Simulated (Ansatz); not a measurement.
Problem. Name a neutral molecule of Al, C, F and H with LUMO energy (B3LYP/def2-TZVPP) between -1.70 and -1.40 eV and size of the dipole moment (PBE/def2-TZVPP) between 1.90 and 2.20 D (Ansatz, PBE0-D4/def2-TZVP geometry).

Solution. `C=[CH][AlH][F]` (-1.63 eV, 1.95 D); `C#[C][Al]([F])[F]` (-1.57 eV, 2.14 D). Other molecules can fit too; these were computed, each in one conformer that needn't be the lowest.

B3LYP here is the variant with VWN-RPA as its local correlation; programs differ in this.
